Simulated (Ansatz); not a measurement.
Conformers of C2H6OSi (SMILES CO[Si]C), B3LYP-D3(BJ)/def2-TZVP minima from an xTB search, which can miss the lowest.
Conformer 1 (charge 0, multiplicity 1):
```json
[
 {"atom": "C", "x (Å)": "1.9917", "y (Å)": "-0.1729", "z (Å)": "0.4660"},
 {"atom": "O", "x (Å)": "0.5802", "y (Å)": "-0.0539", "z (Å)": "0.5719"},
 {"atom": "Si", "x (Å)": "-0.4465", "y (Å)": "0.0538", "z (Å)": "-0.7279"},
 {"atom": "C", "x (Å)": "-2.0632", "y (Å)": "0.1780", "z (Å)": "0.2621"},
 {"atom": "H", "x (Å)": "2.4605", "y (Å)": "0.6694", "z (Å)": "0.9771"},
 {"atom": "H", "x (Å)": "2.3094", "y (Å)": "-1.0980", "z (Å)": "0.9497"},
 {"atom": "H", "x (Å)": "2.3207", "y (Å)": "-0.1849", "z (Å)": "-0.5784"},
 {"atom": "H", "x (Å)": "-2.1812", "y (Å)": "-0.7022", "z (Å)": "0.9029"},
 {"atom": "H", "x (Å)": "-2.9371", "y (Å)": "0.2580", "z (Å)": "-0.3872"},
 {"atom": "H", "x (Å)": "-2.0344", "y (Å)": "1.0527", "z (Å)": "0.9205"}
]
```
Conformer 2 (charge 0, multiplicity 1):
| atom | x (Å) | y (Å) | z (Å) |
|---|---|---|---|
| C | -1.5324 | 0.0610 | 0.4317 |
| O | -0.9632 | -1.0344 | -0.2681 |
| Si | 0.5588 | -1.4040 | -0.7889 |
| C | 1.5924 | 0.1055 | -0.2141 |
| H | -1.9874 | -0.3058 | 1.3533 |
| H | -0.7900 | 0.8220 | 0.6786 |
| H | -2.3113 | 0.5100 | -0.1868 |
| H | 1.5628 | 0.2307 | 0.8744 |
| H | 2.6364 | -0.0254 | -0.5070 |
| H | 1.2338 | 1.0404 | -0.6597 |

Frozen-core correlation. MP2 and its Hartree–Fock in cc-pV(Q+d)Z are density fitted.

The values were computed with Ansatz (an electronic-structure program). Each number belongs to the level named beside it.

The energy of conformer 2 above conformer 1 is E(conformer 2) − E(conformer 1). Total energies (hartree):

| level | conformer 2 | conformer 1 |
|---|---|---|
| HF/cc-pV(T+d)Z | -443.0895789 | -443.0922869 |
| MP2/cc-pV(T+d)Z | -443.7848557 | -443.7871598 |
| HF/cc-pV(Q+d)Z | -443.1040177 | -443.1067942 |
| MP2/cc-pV(Q+d)Z | -443.8475354 | -443.8498998 |
| CCSD(T)/cc-pV(T+d)Z | -443.8539034 | -443.8560899 |

Problem. Work out the energy of conformer 2 above conformer 1 at the basis-set limit: extrapolate the MP2 correlation part as X⁻³, take Hartree–Fock from the larger set, and add the CCSD(T) − MP2 difference of cc-pV(T+d)Z.

Solution. 
1. Differences (1 hartree = 627.509 kcal/mol): HF/cc-pV(T+d)Z 1.699; MP2/cc-pV(T+d)Z 1.446; HF/cc-pV(Q+d)Z 1.742; MP2/cc-pV(Q+d)Z 1.484; CCSD(T)/cc-pV(T+d)Z 1.372.
2. Correlation parts, MP2 less HF: -0.253 in cc-pV(T+d)Z (X = 3), -0.259 in cc-pV(Q+d)Z (X = 4).
3. Limit (4³·(-0.259) − 3³·(-0.253))/(4³ − 3³) = -0.262; with HF/cc-pV(Q+d)Z it gives 1.480.
4. CCSD(T) less MP2 in cc-pV(T+d)Z: -0.074.
Result: 1.41 kcal/mol, against 1.45 at MP2/cc-pV(T+d)Z. It is an estimate of this method's limit, not of the exact value.
